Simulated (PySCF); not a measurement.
# [CrCl2]+: from structure and modes to constants

All numbers come from PySCF, UPBE0, basis Cr def2-SVP, Cl def2-SVP (no relativity, density fitting).

The quartet minimum has C2v symmetry. Masses (u): Cr 51.94051, Cl 34.96885.

```xyz
3
charge 1 multiplicity 4, angstrom
Cr    0.0000    0.0000   -0.6039
Cl    1.8001    0.0000    0.4485
Cl   -1.8001    0.0000    0.4485
```

Harmonic wavenumbers (cm⁻¹): 86.4 (a1, ×1), 397.5 (a1, ×1), 506.3 (b2, ×1).

What is the harmonic zero-point energy?

Half the sum of all 3 wavenumbers, 990/2 = 495 cm⁻¹, which is 5.9 kJ/mol (1 cm⁻¹ = 0.0119627 kJ/mol).

Find the vibrational entropy and heat capacity at 298.15 K.

With u = 1.43878 ω/T, each mode gives S = R[u/(eᵘ−1) − ln(1−e⁻ᵘ)] and C = R u² eᵘ/(eᵘ−1)².
```json
{"ω (cm⁻¹)": "86.4", "u": "0.417", "S (J/(mol K))": "15.65", "C (J/(mol K))": "8.20"}
{"ω (cm⁻¹)": "397.5", "u": "1.918", "S (J/(mol K))": "4.07", "C (J/(mol K))": "6.17"}
{"ω (cm⁻¹)": "506.3", "u": "2.443", "S (J/(mol K))": "2.69", "C (J/(mol K))": "5.17"}
```
The sums over all modes are S = 22.4 and C = 19.5 J/(mol K); the softest mode gives 70 % of the entropy.

Give the standard entropy (298.15 K, 1 bar) by its translational, rotational, vibrational and spin parts, and Cp.

Sackur–Tetrode with M = 121.88 u gives 168.8; rotation with symmetry number 2 gives 103.0; vibration 22.4; spin R ln 4 = 11.5. The total is 305.6 J/(mol K), and Cp = 4 R + 19.5 = 52.8 J/(mol K).

The determinant is spin-contaminated (⟨S²⟩ = 4.02, pure value 3.75). Other isomers or separated fragments may lie lower. Other spin states or occupations of the open shell can lie lower.
